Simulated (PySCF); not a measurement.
La⁺: ionisation energy

La⁺ [Xe] 5d2 (3F) → La²⁺ [Xe] 5d1 (2D), as a difference of total energies. Calculation: PySCF 2.14, in cc-pVTZ-X2C; scalar relativity by spin-free X2C-1e. Correlated levels: valence and next inner shell: [Ar] 3d10 frozen. The calculations carry no spin-orbit coupling.

| method | ionisation energy (eV) | plus first-order spin-orbit estimate | error of that sum (eV) |
| --- | --- | --- | --- |
| UHF | 10.437 | 10.449 | -0.736 |
| MP2 (valence and next inner shell) | 10.957 | 10.968 | -0.217 |
| SCS-MP2 (valence and next inner shell) | 10.861 | 10.873 | -0.312 |
| CCSD (valence and next inner shell) | 10.998 | 11.010 | -0.175 |
| CCSD(T) (valence and next inner shell) | 11.043 | 11.054 | -0.131 |

Reference: 11.185 eV (measured; NIST Atomic Spectra Database, ionization energies).

A first-order spin-orbit estimate (lowest level to lowest level, LS coupling) adds 0.012 eV.
